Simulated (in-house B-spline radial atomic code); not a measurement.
How numerical settings move a run on Sn II (Sn+), [Kr] 4d10 5s2 5p1. Computed with a B-spline radial code for spherical atoms: scalar-relativistic (X2C) BP86, spherical fractional occupations, Fermi nucleus of rms radius 4.6519 fm.

Command:
```bash
python run_scf.py task.json out
```
Settings of the sound reference run:
```
Z                50
electrons        49
configuration    [Kr] 4d10 5s2 5p1
hamiltonian      x2c
method           b88,p86
spin_polarised   False
nucleus          fermi
rms_radius       4.6519
mass_number      120
atomic_mass      119.9022
speed_of_light   137.036
knot_spacing     0.22
spline_order     8
gauss_points     12
box_radius       35.29
max_iterations   70
damping          0.5
damped_steps     3
diis_vectors     10
tolerance        1e-08
start            Thomas-Fermi
```

Run time, properties included: 0.24 s on 1 thread of Arm Neoverse V1 (shared host).

It converges in 9 iterations to -6177.001677 hartree, with 5p at -10.4305 eV. The other runs change the listed settings, some to values that make no sense; their results aren't properties of the atom or ion. Radii are in bohr (the nuclear one in fm), a minus after a letter asks for a j subshell, and «unchanged» means within 1e-8 hartree. The run stops when the residual is below 10 × tolerance × max(1, Z/10), or a noise floor if that is larger, and the energy moves by less than 1e-8 × √|E| hartree; so very loose and very tight tolerances often act alike.

| changed settings | outcome |
| --- | --- |
| tolerance = 1e-06 | converged in 8 iterations, energy +1.52e-08 hartree from the reference, 5p level -3.8e-04 eV |
| max_iterations = 3 | not converged after 3 iterations, last residual 1.3e-02, last energy +4.84e-03 hartree from the reference |
| knot_spacing = 1.4 | converged in 9 iterations, energy +8.42e+01 hartree from the reference, 5p level -2.0e+00 eV (the program warns: 5p reaches the box edge; 2p reaches the box edge) |
| max_iterations = 50, damping = 0.8, start = bare nucleus | converged in 12 iterations, energy unchanged, 5p level +5.7e-06 eV |
| knot_spacing = 0.15, max_iterations = 100, diis_vectors = 4, tolerance = 0.001, start = bare nucleus | converged in 10 iterations, energy -2.02e-06 hartree from the reference, 5p level +4.7e-05 eV |
| knot_spacing = 1 | converged in 10 iterations, energy +6.04e+01 hartree from the reference, 5p level -5.4e-01 eV (the program warns: 3s reaches the box edge; 3p reaches the box edge) |
| electrons = 55, configuration = [Kr] 4d10 5s2 5p7, max_iterations = 60 | stopped with error: shell 5p holds at most 6 electrons |
| knot_spacing = 0.3 | converged in 9 iterations, energy +6.85e-05 hartree from the reference, 5p level +1.8e-05 eV |
| max_iterations = 12, diis_vectors = 4 | converged in 9 iterations, energy unchanged |
| max_iterations = 5 | not converged after 5 iterations, last residual 1.1e-03, last energy +4.22e-05 hartree from the reference |
| electrons = 50, configuration = [Kr] 4d10 5s2 5p1 6p-1, max_iterations = 100 | stopped with error: j subshells need the Dirac Hamiltonian and l > 0 |
| knot_spacing = 0.75 | converged in 9 iterations, energy +1.20e+01 hartree from the reference, 5p level -2.2e-01 eV (the program warns: 3s reaches the box edge; 4s reaches the box edge) |
| knot_spacing = 0.1, max_iterations = 50, tolerance = 0.01 | converged in 7 iterations, energy -8.45e-08 hartree from the reference, 5p level +1.5e-03 eV |
| knot_spacing = 0.15 | converged in 9 iterations, energy -2.02e-06 hartree from the reference, 5p level +1.7e-06 eV |
| knot_spacing = 0.1 | converged in 9 iterations, energy -2.42e-07 hartree from the reference, 5p level +2.3e-06 eV |
| max_iterations = 8 | not converged after 8 iterations, last residual 2.1e-05, last energy +1.48e-08 hartree from the reference |

(1) What happens with knot_spacing = 0.4?

(2) What happens with tolerance = 1e-05?

(3) What happens with knot_spacing = 0.75, spline_order = 4, max_iterations = 75?

(4) What happens with tolerance = 1e-13?

Answers

(1) Converged in 9 iterations, energy +2.20e-03 hartree from the reference, 5p level -4.3e-04 eV.

(2) Converged in 7 iterations, energy +1.57e-07 hartree from the reference, 5p level +1.5e-03 eV.

(3) Converged in 9 iterations, energy +3.01e+01 hartree from the reference, 5p level +6.2e-04 eV.

(4) Converged in 10 iterations, energy unchanged, 5p level +5.4e-06 eV.
